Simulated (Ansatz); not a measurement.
The cluster Hg₄S₃. Total charge 0; singlet. Geometry r2SCAN-D4/def2-SVP, basis def2-TZVP, Ansatz.

```xyz
7

Hg    0.356   -1.284    1.489
Hg   -1.003   -2.530   -0.657
Hg    0.404    1.534   -2.308
Hg    1.307    1.464    0.374
S     2.366    0.039    2.114
S    -1.476    0.684    0.426
S    -1.953    0.092   -1.439
```

```
run  HOMO (eV)  LUMO (eV)
  A      -7.62      -1.05
  B      -5.59      -4.51
  C      -6.18      -3.68
  D      -6.06      -3.65
  E      -5.48      -4.22
  F      -5.34      -4.21
```

In the def2 sets Hg takes a core potential; there is no spin–orbit coupling. Another isomer (singlet) lies 1.82 eV lower at PBE0-D4/def2-TZVP; other spin states weren't run for this one.

The runs used HF, LDA (SPW92), PBE, PBE0, r2SCAN, r2SCAN0. Estimate which is which.

A HF (100 % exact exchange); B LDA (SPW92) (0 % exact exchange); C r2SCAN0 (25 % exact exchange); D PBE0 (25 % exact exchange); E r2SCAN (0 % exact exchange); F PBE (0 % exact exchange). Exact exchange lowers occupied and raises empty levels; among semilocal functionals meta-GGAs tend to open the gap a little, and such runs are hard to tell apart. The gap grows from 1.09 eV (LDA (SPW92)) to 6.58 eV (HF).
